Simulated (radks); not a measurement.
The numbers below are computed, except where a source is named.
Problem. The table gives one normalised radial function P(r) = r R(r) of S in [Ne] 3s2 3p4 (r in bohr). Code: a radial shooting solver on a logarithmic mesh with Libxc functionals. Model: non-relativistic Kohn-Sham, LDA (Slater exchange, Perdew-Wang correlation), spin-polarised, spherical densities, point nucleus; open shells are filled with parallel spins first.

r         P
0.004192   0.1335
0.005635   0.1753
0.007516   0.2267
0.01002    0.2902
0.01337    0.3660
0.01798    0.4553
0.02398    0.5476
0.03198    0.6335
0.04299    0.6935
0.05734    0.6927
0.07648    0.5933
0.102      0.3567
0.1372    -0.0464
0.1829    -0.5574
0.244     -1.0743
0.328     -1.4355
0.4375    -1.4744
0.5835    -1.1908
0.7783    -0.7363
1.046     -0.3221
1.396     -0.0965
1.861     -0.0175
2.503     -0.0015
3.338     -0.0001
4.452     0.0000
5.938     0.0000
7.983     0.0000
10.65     0.0000
14.2       0.0000
19.09      0.0000
25.47      0.0000

Which n and l does it have? It may be an empty orbital.

Solution. n = 2, l = 0: the number of nodes gives n - l - 1 = 1, the rise at small r (about r^(l+1)) gives l, and the extent must fit the shell. The curve is that of 2s down; the table hardly tells the two spins apart. 2s down: eigenvalue -209.19 eV, 1 radial node at r = 0.133 bohr, <r> = 0.483 bohr, 90 % of the charge inside 0.757 bohr.
